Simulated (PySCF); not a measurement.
Compounds:
1. ethylketene (SMILES CCC=C=O)
2. SMILES [SiH3]C#C[SiH2]O[SiH2]Cl, C$_{2}$H$_{7}$ClOSi$_{3}$
3. `c1([SiH3])nnc(C2CC2)o1`, C$_{5}$H$_{8}$N$_{2}$OSi
4. `C1C(C=O)C1`, C$_{4}$H$_{6}$O
5. SMILES c1ccn([SiH2]C(N)=O)c1, C$_{5}$H$_{8}$N$_{2}$OSi
6. `FC(C(F)(F)F)(F)C1C=COC=C1`, C$_{7}$H$_{5}$F$_{5}$O
7. SMILES F[C@@H]1C=CCC[C@@H]1C(F)(F)F, C$_{7}$H$_{8}$F$_{4}$

Level of theory: GIAO PBE0/pcSseg-1 shieldings, geometry: GFN2-xTB, in PySCF 2.14.0 with density-fitted response routines (fast rotation and ring inversion assumed for equivalent nuclei, non-relativistic Hamiltonian, no solvent model, one conformer).

Referencing at the same level of theory: ¹H (31.72 ppm) and ¹³C (186.93 ppm) against TMS. Acid and N–H amide carbonyl carbons lie up to 10 ppm further downfield in solution (hydrogen bonding). Shifts are as computed. Against solution values, carbons near 30 ppm lie about +3 ppm off and those near 130 ppm about +5 ppm. Of 1211 compounds with measured shifts, 218 miss one by over three times the rms of a fit or turn the order of signals round; such compounds aren't used in these exercises. OH and NH positions are gas-phase values without hydrogen bonding to other molecules.

Problem. Which show a ¹³C signal between 160 and 185 ppm?

Solution. 3 (177.6, 165.5: substituted aromatic carbon next to the ring oxygen); 5 (179.8: carbonyl carbon).

Problem. Which show a ¹³C signal above 185 ppm?

Solution. 1 (204.7: central carbon of a ketene); 4 (204.5: aldehyde carbonyl carbon).

Problem. Which show a ¹H signal between 3 and 4.5 ppm from a carbon-bound hydrogen?

Solution. 6 (3.95: hydrogen on an allylic sp3 CH).

Problem. Which give exactly 7 ¹³C signals?

Solution. 7 (δ 144.3, 136.0, 132.2, 83.3, 48.3, 29.9, 20.1).
